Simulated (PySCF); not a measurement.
Ne²⁺ (neon, charge +2): UHF calculation

Configuration: [He] 2s1 2p4 3s1, high-spin 5P determinant (an excited configuration). Calculation: PySCF 2.14, in aug-cc-pCVTZ-DK with one added diffuse shell each of s, p, d, f type (8s7p5d3f, 75 functions); scalar relativity by spin-free X2C-1e.

- Total energy: -124.291697 hartree
- One-electron energy: -160.6540 hartree
- Hartree (Coulomb) energy: 47.0969 hartree
- Exchange energy: -10.7346 hartree
- ⟨S²⟩: 6.0013
- ⟨L²⟩: 2.006
- Sum of ⟨r⟩: 6.729 bohr
- Sum of ⟨r²⟩: 11.25 bohr²
- Traceless quadrupole moment −½Σ⟨3z² − r²⟩ along its main axis: -0.166 e·bohr²
- Langevin diamagnetic susceptibility: -8.91 ×10⁻⁶ cm³/mol

| shell | electrons | mean orbital energy (eV) | spread (eV) | rms radius, mean of both spins (bohr) |
| --- | --- | --- | --- | --- |
| 1s α | 1 | -965.48 | 0 | 0.182 |
| 1s β | 1 | -957.56 | 0 | 0.182 |
| 2s α | 1 | -115.26 | 0 | 0.850 |
| 2p α | 3 | -85.762 | 3.884 | 0.850 |
| 2p β | 1 | -72.574 | 0 | 0.850 |
| 3s α | 1 | -24.529 | 0 | 2.75 |

The outer electron is Rydberg-like, and this basis confines it to a smaller radius and binds it less than a complete one would.

Spin-orbit constants ζ (cm⁻¹) from the X2C one-electron operator on these orbitals: bare nucleus, nucleus screened by l(l+1)(2l+1)/3 electrons, and screened by the Breit-Pauli mean field of the electrons.

| shell | bare | screened nucleus | mean field |
| --- | --- | --- | --- |
| 2p | 920.0 | 736.0 | 659.2 |

To first order the Landé constant is A = -164.8 cm⁻¹, so the lowest level has J = 3 and lies 0.0409 eV below the centre of the term. This holds in LS coupling only.
